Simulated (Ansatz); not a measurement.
Mulliken charges of `O=CO[SiH3]` from ωB97M-V/def2-TZVPP in Ansatz (PBE0-D4/def2-TZVP geometry).

```json
{"atom": "O1", "x (Å)": "1.337", "y (Å)": "-0.236", "z (Å)": "1.278", "charge (e)": "-0.309"}
{"atom": "C2", "x (Å)": "1.441", "y (Å)": "0.309", "z (Å)": "0.217", "charge (e)": "0.252"}
{"atom": "O3", "x (Å)": "0.448", "y (Å)": "0.438", "z (Å)": "-0.659", "charge (e)": "-0.335"}
{"atom": "Si4", "x (Å)": "-1.063", "y (Å)": "-0.214", "z (Å)": "-0.238", "charge (e)": "0.313"}
{"atom": "H5", "x (Å)": "2.367", "y (Å)": "0.765", "z (Å)": "-0.158", "charge (e)": "0.114"}
{"atom": "H6", "x (Å)": "-1.898", "y (Å)": "0.108", "z (Å)": "-1.416", "charge (e)": "-0.017"}
{"atom": "H7", "x (Å)": "-0.954", "y (Å)": "-1.678", "z (Å)": "-0.055", "charge (e)": "-0.009"}
{"atom": "H8", "x (Å)": "-1.585", "y (Å)": "0.451", "z (Å)": "0.975", "charge (e)": "-0.009"}
```

Q: By hand: the dipole of these point charges (1 e Å = 4.8032 D).

A: Σ q r = (-0.208, 0.033, -0.196) e Å, of length 0.288 e Å = 1.38 D.

Q: How does the dipole of the full density compare? (An estimate is asked.)

A: Computed: (-0.083, 0.115, -0.288) e Å, 1.54 D; the point charges give 0.90 times that, at 33° from its direction.

Point charges leave out the atoms' own dipoles, such as those of lone pairs, and Mulliken's split depends on the basis, so the two needn't agree.
